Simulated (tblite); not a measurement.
What does the GFN2-xTB structure of `CC#C[Si@@H]1C[SiH2][C@@H](F)C1` look like in three dimensions?

```xyz
20
C6H11FSi2 angstrom
C      4.2482   -0.3715   -0.1184
C      2.8526   -0.1024   -0.3817
C      1.6869    0.1128   -0.6000
Si    -0.0904    0.4894   -0.9241
C     -0.8670    1.4694    0.5300
Si    -2.4144    0.5136    1.0857
C     -2.5283   -0.7600   -0.3541
F     -3.2219   -0.1396   -1.4006
C     -1.1303   -1.1130   -0.8442
H      4.6031    0.2611    0.6952
H      4.8412   -0.1658   -1.0093
H      4.3801   -1.4165    0.1618
H     -0.2332    1.1828   -2.2099
H     -1.1243    2.4775    0.2119
H     -0.1595    1.5838    1.3484
H     -2.2086   -0.2192    2.3410
H     -3.6404    1.3091    1.1265
H     -3.1137   -1.6596   -0.1322
H     -0.6933   -1.8158   -0.1337
H     -1.1919   -1.6255   -1.8049
```

Any rigid rotation of these coordinates is as good. Atoms count from 1 in this order. The 3 C–C bonds span 1.205 Å (C2≡C3, drawn triple) to 1.523 Å (C7–C9, drawn single), a spread of 0.318 Å. Si6 (SiH2 silicon) is distorted tetrahedral (angles from 99.3° to 114.6°). The C–Si distances run from 1.845 Å (C3–Si4, drawn single) to 1.926 Å (Si6–C7, drawn single), a spread of 0.081 Å. The 5-membered ring Si4–C5–Si6–C7–C9 has internal angles of 99.3° to 109.9° (sum 525°, against 540° for a flat polygon); it is puckered, 0.18 Å rms from its mean plane, widest ring torsion 42°.

Bonds between heavy atoms (Å): C1–C2 1.445, C2≡C3 1.205, C3–Si4 1.845, Si4–C5 1.918, C5–Si6 1.902, Si6–C7 1.926, C7–F8 1.400, C7–C9 1.523, Si4–C9 1.912.

Structure optimised with GFN2-xTB, isolated species.

Point group: C1 (no symmetry element, even within 0.4 Å). Its lowest GFN2-xTB frequency is 4 cm⁻¹, too small to tell a flat minimum from a shallow saddle. One conformer, not necessarily the lowest (C3–Si4–C5–Si6 -126°, Si4–C5–Si6–C7 -10°, C5–Si6–C7–F8 -85°, Si6–C7–C9–Si4 -42°).

All values are computed, not measured.
